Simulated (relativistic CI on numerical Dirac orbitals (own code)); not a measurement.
Computed by Dirac-Coulomb-Breit CI, KLI orbitals optimised for each configuration, model QED (radiative potential, 1s self-energy scaled to tabulated hydrogen-like ionisation energies), unscaled Slater integrals (own radial code, finite nucleus).

The strongest absorption lines from the ground level of an ion, among the configurations computed and to levels below about 364 eV (vacuum wavelength in Å, gf): 34.187 (3.2e-09), 37.102 (7.3e-09), 37.462 (1.2e-08), 73.195 (0.21), 77.460 (0.41), 128.34 (6), 161.43 (0.21), 185.92 (0.0015).

Problem. Which ion is it?
A. Cd¹²⁺
B. Pd¹⁰⁺
C. Te¹⁶⁺
D. Sn¹⁴⁺

Solution. D. Sn¹⁴⁺ has 36 electrons and the ground level 4s2.4p6 1S_0; the strongest line goes to 4s2.4p5.4d 1P°_1. The pattern of lines fixes the number of electrons, and along that sequence the line energies rise steadily with the charge (about as its square where n changes within one kind of shell, about linearly where n is kept but much faster in heavy ions where fine structure, which grows about as Z⁴, sets the gap, and irregularly where shells cross), which fixes Z. Configurations outside the model, such as inner-shell arrays, can give stronger lines. At this charge energies of transitions that change n are usually good to better than 1 %, and those within a shell (Δn = 0) to a few per cent.

LS names give the leading component of a level, which can be under half, so a name can repeat, a term be missing and a line seem to break the LS rules.
